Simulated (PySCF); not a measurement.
# Diatomic cations of Mg with the fifth-period p block

CCSD(T) with double-zeta basis sets in PySCF, for the lowest determinant that a PBE0 search found; no spin–orbit coupling. De refers to high-spin ground-configuration atoms (the charge goes to the atom of lower measured ionisation energy or higher electron affinity, which is not always the lowest computed limit).

```
 M               basis  reference, frozen orbitals  charged atom  state (unpaired electrons)  Re (Å)  ωe (cm⁻¹)  De (eV)
In            def2-SVP                      RHF, 5           In+      singlet (closed shell)   3.344        128     0.64
Sn          x2c-SVPall                     UHF, 19           Sn+               doublet (π ↑)   3.005        188     1.53
Sb          x2c-SVPall                    ROHF, 19           Mg+              triplet (π ↑↑)   2.837        226     1.36
Te  cc-pVDZ/cc-pVDZ-PP                     ROHF, 5           Mg+               doublet (π ↑)   2.610        314     1.61
 I          x2c-SVPall                     RHF, 19           Mg+      singlet (closed shell)   2.512        367     2.18
```

The shortest bond is that of MgI⁺ (2.512 Å), the longest that of MgIn⁺ (3.344 Å). MgI⁺ is bound most strongly (2.18 eV) and MgIn⁺ least (0.64 eV).

The rows differ in basis set, which adds steps of its own.

The state changes along the series, so neighbouring rows are not always alike in their bonding.

Correlated steps freeze the inner cores (5 to 19 orbitals); shallow outer-core shells are correlated. UHF and ROHF references stand side by side, which adds small steps between rows. Correlated levels converge slowly with the basis: in double zeta they bind strong bonds too weakly, by up to about 1 eV, and carry superposition errors of some tenths. Spin–orbit coupling is left out, which matters for elements this heavy, above all for dissociation energies. For an ion De counts to the pair picked by the measured ionisation energies or electron affinities, which need not be the lowest pair at this level. Where the molecule has an RHF reference, its open-shell atoms are computed with UHF. States were picked by a PBE0 search and need not be the measured ground states.
